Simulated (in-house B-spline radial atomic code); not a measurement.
Configurations of Cd VII (Cd6+), with energies counted from [Kr] 4d6. Computed with a B-spline radial code for spherical atoms: scalar-relativistic (X2C) CAM-B3LYP, spin-polarised, spherical fractional occupations, exact exchange averaged over the configuration, Fermi nucleus of rms radius 4.6087 fm. Shells without spins written out take the highest spin.

Occupations are held fixed; configurations that lie above the ionisation limit could autoionise.

```json
{"configuration": "[Kr] 4d5 5p1", "E - E(ref) (eV)": "38.503", "highest orbital": "5p up", "its <r> (bohr)": "2.071"}
{"configuration": "[Kr] 4d5 4f1", "E - E(ref) (eV)": "51.616", "highest orbital": "4f up", "its <r> (bohr)": "1.605"}
{"configuration": "[Ar] 3d10 4s2 4p5 4d6 5s1", "E - E(ref) (eV)": "87.235", "highest orbital": "5s up", "its <r> (bohr)": "1.874"}
```

Task: Order these further configurations by energy, lowest first.
A. [Ar] 3d10 4s2 4p5 4d6 4f1
B. [Ar] 3d10 4s2 4p5 4d6 5d1
C. [Kr] 4d5 5s1
D. [Ar] 3d10 4s2 4p5 4d6 5f1

Result: C (26.587 eV), A (111.99 eV), B (116.53 eV), D (133.56 eV).
